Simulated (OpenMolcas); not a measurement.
An OpenMolcas run meant for Ne4+ (ANO-RCC-VQZP, DKH2; inactive shells 1s; intended active space 4 electrons in 4 orbitals (2s 2p)). One step of its input:

```
&RASSCF
FileOrb=start.orb
Symmetry=1
Spin=3
nActEl=5 0 0
Inactive=1 0
Ras2=1 3
CIRoot=6 6 1
SDav=6
CIMx=300
Iter=72 100
PrWF=0.3
OrbListing=Nothing
MaxOrb=0
Atom
CIOnly
>>> COPY $Project.JobIph JOB001
```

Lines from the output:

```
--- SEWARD ---
Basis set label: NE.ANO-RCC...5S4P3D2F1G.

      Electronic valence basis set:
      ------------------
      Associated Effective Charge  10.000000 au
      Associated Actual Charge     10.000000 au
      Nuclear Model: Point charge

      Shell  nPrim  nBasis  Cartesian Spherical Contaminant
         s      14       5        X
         p       9       4        X
         d       4       3                 X
         f       3       2                 X
         g       2       1                 X
                  Relativistic Douglas-Kroll-Hess integrals:
                    - DKH order of Hamiltonian: 2
                    - DKH order of Properties : 0
                  Atomic mean-field integrals
--- RASSCF ---

 Nr of active orbitals     NAC=   4
 Spin degeneracy         ISPIN=   3
 There can be no such wave function.
 ************************************************
--- Stop Module: rasscf at  /rc=_RC_INPUT_ERROR_ ---
.####################.
.# User input error #.
.####################.
```

Q: What is wrong with the input?

A: nActEl holds one electron too many for this ion, which clashes with the multiplicity.
